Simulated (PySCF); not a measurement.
CH5BOSe, SMILES [SeH]B(C)O.

Coordinates come from a B3LYP-D3(BJ)/def2-SVP optimisation. This is a generated structure with no PubChem entry under its InChIKey; it may be hypothetical. The values are those of a single conformer.

The numbers are results of PBE/def2-TZVP in PySCF, not measurements.

Symmetry labels are those of the subgroup Cs that the program uses (full group Cs).

Computed valence orbital energies around the gap with their symmetry:
| orbital | symmetry | energy (eV) |
|---|---|---|
| HOMO−7 | A' | -10.78 |
| HOMO−6 | A' | -10.52 |
| HOMO−5 | A" | -10.15 |
| HOMO−4 | A' | -8.98 |
| HOMO−3 | A" | -8.71 |
| HOMO−2 | A' | -8.36 |
| HOMO−1 | A' | -7.19 |
| HOMO | A" | -5.88 |
| LUMO | A" | -0.75 |
| LUMO+1 | A' | -0.42 |
| LUMO+2 | A' | -0.19 |
| LUMO+3 | A' | 1.03 |
